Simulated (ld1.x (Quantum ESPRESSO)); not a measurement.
**Before and after: TM semilocal potential for platinum**

```
Element                 : platinum
Generator               : ld1.x (Quantum ESPRESSO) 7.5
Type                    : norm-conserving Troullier–Martins (semilocal form)
Functional              : PBE
Relativity              : scalar-relativistic
Frozen core             : [Kr] 4d10 4f14 5s2
Valence charge          : 16
Reference configuration : 5p6 5d8 6s0 6p0 (charge +2)
Partial waves           : 6s (bound, empty): rc 2.35 bohr; 5d (bound): rc 1.20 bohr; 5f channel at 0.25 Ry: rc 2.40 bohr; 5p (bound): rc 1.20 bohr
Local potential         : the p channel
Core correction         : a·sin(br)/r model core inside 0.55 bohr
```

All-electron outer shells of the reference configuration (PBE, scalar-relativistic, ld1.x):

```
shell  level (eV)  outermost node (bohr)  outermost maximum (bohr)
   4f      -91.10                      –                      0.38
   5p      -76.84                   0.53                      0.98
   5d      -25.88                   0.57                      1.24
   6s      -22.13                   1.13                      2.18
   6p      -14.35                   1.33                      2.77
```

Change: all radii but the core radius scaled by about 1.25 (s 2.94, p 1.50, d 1.50, f 3.00 bohr).

Cutoffs: the cutoffs (Ry, on a coarse ladder) from which the occupation-weighted sum of valence levels, in a spherical-Bessel basis at the reference potential, stays within 10 and 1 mRy of its value at 400 Ry; they do not see the model core or the augmentation charge, which bear on the density cutoff. Errors are all-electron minus pseudo energies relative to the spin-unpolarised reference configuration.

Question: Predict the effect on cutoff, ghosts and configuration errors.

Answer: The potential gets softer (120 Ry and 200 Ry → 70 Ry and 110 Ry); of the 7 tests that both files solve, the error grows in 1 and shrinks in 4 by more than 15 % and 0.3 meV (median size 10.6 → 5.3 meV); neither file shows a bound ghost. A larger radius leaves more room for a smooth pseudo-wave, so fewer plane waves are needed. A semilocal file is local in each channel, so a ghost entry of none says nothing of the separable form that plane-wave codes build from it.

| quantity | base | changed |
| --- | --- | --- |
| cutoff, loose | 120 Ry | 70 Ry |
| cutoff, tight | 200 Ry | 110 Ry |
| loose cutoff by channel (10 mRy a level) | d 35 Ry, p 70 Ry | d 35 Ry, p 45 Ry |
| bound ghosts | none | none |
| error for 5p6 5d9 6s1 6p0, meV [ΔE -29.16 eV] | +14 | +5.7 |
| error for 5p6 5d9 6s0 6p0, meV [ΔE -19.97 eV] | +0.1 | +0.9 |
| error for 5p6 5d7 6s0 6p0, meV [ΔE 32.22 eV] | -11 | -11 |
| error for 5p6 5d9.5 6s0.5 6p0, meV [ΔE -29.28 eV] | +11 | +5.3 |
| error for 5p6 5d10 6s0 6p0, meV [ΔE -29.18 eV] | -2.4 | -1.1 |
| error for 5p5 5d9 6s1 6p0, meV [ΔE 32.99 eV] | -180 | -178 |
| error for 5p6 5d9 6s0.5 6p0, meV [ΔE -25.47 eV] | +9.7 | +2.7 |
